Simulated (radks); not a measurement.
The numbers below are computed, except where a source is named.
All-electron atom: La XXIV in [Ar] 3d10 4s2 4p4. Code: a radial shooting solver on a logarithmic mesh with Libxc functionals. Model: Dirac Kohn-Sham, exchange-only PBE, spin-unpolarised, spherical densities, finite nucleus; open shells fill j = l - 1/2 first; Fermi nuclear charge, rms radius 4.855 fm. Some entries of the table are withheld. Estimate them.

| orbital | occ. | eigenvalue (hartree) | <r^2> (bohr^2) |
|---|---|---|---|
| 1s1/2 | 2 | -1448.037 | (1) |
| 2s1/2 | 2 | -251.3380 | 0.01353 |
| 2p1/2 | 2 | (2) | 0.009931 |
| 2p3/2 | 4 | (3) | 0.01119 |
| 3s1/2 | 2 | -72.02319 | (4) |
| 3p1/2 | 2 | -66.66683 | 0.08550 |
| 3p3/2 | 4 | -63.62611 | 0.09270 |
| 3d3/2 | 4 | -54.34321 | 0.07524 |
| 3d5/2 | 6 | -53.68287 | 0.07725 |
| 4s1/2 | 2 | -30.54130 | 0.4000 |
| 4p1/2 | 2 | (5) | 0.4098 |
| 4p3/2 | 2 | (6) | 0.4344 |

Answer. 
(1) 1s1/2 <r^2> (bohr^2): 0.0008538
(2) 2p1/2 eigenvalue (hartree): -238.5700
(3) 2p3/2 eigenvalue (hartree): -223.3530
(4) 3s1/2 <r^2> (bohr^2): 0.09092
(5) 4p1/2 eigenvalue (hartree): -28.43089
(6) 4p3/2 eigenvalue (hartree): -27.58946
